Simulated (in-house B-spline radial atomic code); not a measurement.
Results of a calculation; reference values are marked as such.
**Weak and strong correlation along the adiabatic connection**

Two-electron singlets in several external potentials (atomic units), by full CI in B-splines with partial waves to l = 8 (correlation energies up to 0.6 % small). The repulsion is scaled by λ at fixed density; W(λ) is the mean repulsion less the Hartree energy, W(0) = E_x, and the area under W from 0 to 1 is E_xc.

One system gave this curve:

```json
{"λ": "0", "W (hartree)": "-0.36269"}
{"λ": "0.02", "W (hartree)": "-0.36471"}
{"λ": "0.05", "W (hartree)": "-0.36764"}
{"λ": "0.12", "W (hartree)": "-0.37404"}
{"λ": "0.25", "W (hartree)": "-0.38452"}
{"λ": "0.4", "W (hartree)": "-0.3947"}
{"λ": "0.6", "W (hartree)": "-0.4058"}
{"λ": "0.8", "W (hartree)": "-0.41475"}
{"λ": "1", "W (hartree)": "-0.4221"}
{"λ": "1.4", "W (hartree)": "-0.43344"}
{"λ": "2", "W (hartree)": "-0.44517"}
{"λ": "3", "W (hartree)": "-0.45747"}
{"λ": "4.5", "W (hartree)": "-0.4683"}
{"λ": "7", "W (hartree)": "-0.47836"}
{"λ": "10", "W (hartree)": "-0.48528"}
```

Problem. Which system is it?
A. ω²r²/2, ω = 0.263
B. −Z exp(−kr)/r, Z = 2.5, k = 0.556
C. −Z/r, Z = 0.75, wall at 0.5 bohr
D. ω²r²/2 − Z/r, ω = 0.147, Z = 1.5

Solution. A. The exchange energy sets the size: ω²r²/2, ω = 0.263: E_x = -0.363, E_c = -0.0352; −Z/r, Z = 0.75, wall at 0.5 bohr: E_x = -3.62, E_c = -0.0515; −Z exp(−kr)/r, Z = 2.5, k = 0.556: E_x = -1.26, E_c = -0.0434; ω²r²/2 − Z/r, ω = 0.147, Z = 1.5: E_x = -0.746, E_c = -0.0401 hartree.
